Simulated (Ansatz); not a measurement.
Problem. Name a neutral molecule of C, F, Ge and H with LUMO energy (PBE/def2-TZVPP) between -1.45 and -1.15 eV and HOMO–LUMO gap (PBE/def2-TZVPP) between 4.45 and 4.75 eV (Ansatz, PBE0-D4/def2-TZVP geometry).

Solution. `F[C@H]1[CH2][Ge@@H]1[F]` (-1.23 eV, 4.60 eV). Other molecules can fit too; these were computed, each in one conformer that needn't be the lowest.
